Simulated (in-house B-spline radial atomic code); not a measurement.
Values are calculated unless marked as measured or tabulated.
## Weak and strong correlation along the adiabatic connection

Two-electron singlets in several external potentials (atomic units), by full CI in B-splines with partial waves to l = 8 (correlation energies up to 0.6 % small). The repulsion is scaled by λ at fixed density; W(λ) is the mean repulsion less the Hartree energy, W(0) = E_x, and the area under W from 0 to 1 is E_xc.

Relative drop (W(λ) − E_x)/E_x:

```tsv
system	λ = 0.12	λ = 0.25	λ = 0.4	λ = 0.6	λ = 0.8	λ = 1
ω²r²/2 − Z/r, ω = 0.458, Z = -0.5	0.0282	0.0548	0.0813	0.1107	0.1350	0.1552
−Z/r, Z = 0.5, wall at 2 bohr	0.0134	0.0270	0.0415	0.0591	0.0751	0.0895
−Z/r, Z = 2.3	0.0093	0.0188	0.0293	0.0425	0.0548	0.0662
ω²r²/2 − Z/r, ω = 0.0313, Z = 0.7	0.0528	0.0977	0.1374	0.1765	0.2053	0.2274
−V exp(−r²/w²), V = 1.39, w = 7.32	0.0354	0.0674	0.0978	0.1302	0.1557	0.1763
−Z exp(−kr)/r, Z = 4.89, k = 0.716	0.0040	0.0083	0.0132	0.0194	0.0255	0.0314
−Z exp(−kr)/r, Z = 1.41, k = 0.264	0.0210	0.0414	0.0625	0.0871	0.1084	0.1270
```

Order the systems by how far second-order (GL2) theory, half the initial slope (estimated from the first points of each curve), overshoots the correlation energy, least first.
A. −V exp(−r²/w²), V = 1.39, w = 7.32
B. −Z exp(−kr)/r, Z = 4.89, k = 0.716
C. −Z/r, Z = 2.3
D. ω²r²/2 − Z/r, ω = 0.0313, Z = 0.7
E. −Z exp(−kr)/r, Z = 1.41, k = 0.264
F. ω²r²/2 − Z/r, ω = 0.458, Z = -0.5
G. −Z/r, Z = 0.5, wall at 2 bohr

B (GL2/E_c = 1.06), C (GL2/E_c = 1.13), G (GL2/E_c = 1.19), E (GL2/E_c = 1.29), F (GL2/E_c = 1.39), A (GL2/E_c = 1.52), D (GL2/E_c = 1.71).

What else changes along this order?

The ratio follows the bend of the curve. With it the leading natural occupation goes from 1.998 to 1.823 and −T_c/E_c from 0.95 to 0.58 between the first and the last.
